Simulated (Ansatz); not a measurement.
Gas-phase electronic energies from Ansatz, PBE0-D4/def2-TZVP geometries. CCSD(T)/CBS adds triple-zeta CCSD(T) − MP2 to the extrapolated MP2 energy (def2 sets, frozen cores). DFT in def2-TZVPP. One conformer a species, not always the lowest.

Reaction (isomerisation): `NC[SiH](N)N` → `NCN[SiH2]N`

Question: Is it downhill or uphill in electronic energy at CCSD(T)/CBS, and by how much? (An estimate is asked.)

Answer: Ansatz gave: Uphill: ΔE = +44.8 kJ/mol.

Question: What do these levels give: ωB97X-V, PBE, HF/def2-TZVPP, CCSD/def2-TZVPP, HF/def2-QZVPP, MP2/CBS(def2)? (Best estimate.)

Answer: The calculation gave: ωB97X-V 40.7, PBE 40.9, HF/def2-TZVPP 31.9, CCSD/def2-TZVPP 41.0, HF/def2-QZVPP 31.9, MP2/CBS(def2) 46.6 kJ/mol.

Largest T1 diagnostic among the species: 0.010.

In def2-TZVPP, CCSD(T) changes the Hartree–Fock value by +9.7 kJ/mol (the triples alone add +0.7 kJ/mol) and MP2 by +11.6 kJ/mol. The D4 term adds +3.9 kJ/mol with B3LYP and +2.1 kJ/mol with PBE0; it sums over pairs of atoms, weighted by their polarisabilities, and B3LYP, whose exchange is more repulsive, gets the larger term.

B3LYP here is the variant with VWN-RPA as its local correlation; programs differ in this.
